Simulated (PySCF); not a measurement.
All values below come from PBE0-D3(BJ)/def2-TZVP // PBE0-D3(BJ)/def2-SVP (PySCF). Isolated molecules, 0 K electronic values unless said otherwise. One relaxed conformer stands for a flexible species; it need not be the lowest. Excitations are Tamm–Dancoff values on a coarser integration grid. The basis has no diffuse functions, so Rydberg states are missing or too high.

Reference species (SMILES): `B[C@@H]1C[C@@H]2CC[C@H]1[C@@H]2S` (neutral, multiplicity 1).

The T1 excitation (TDA) comes out as 4.59 eV. The S1 excitation (TDA) is 4.78 eV.

Changed species: `B[C@@H]1C[C@@H]2C[C@H]1[C@H](S)C2`.

### Question
Give the shifts of the T1 excitation (TDA) and S1 excitation (TDA).

### Answer
the T1 excitation (TDA) decreases by 0.08 eV, to 4.51 eV; the S1 excitation (TDA) falls by 0.08 eV, to 4.70 eV.
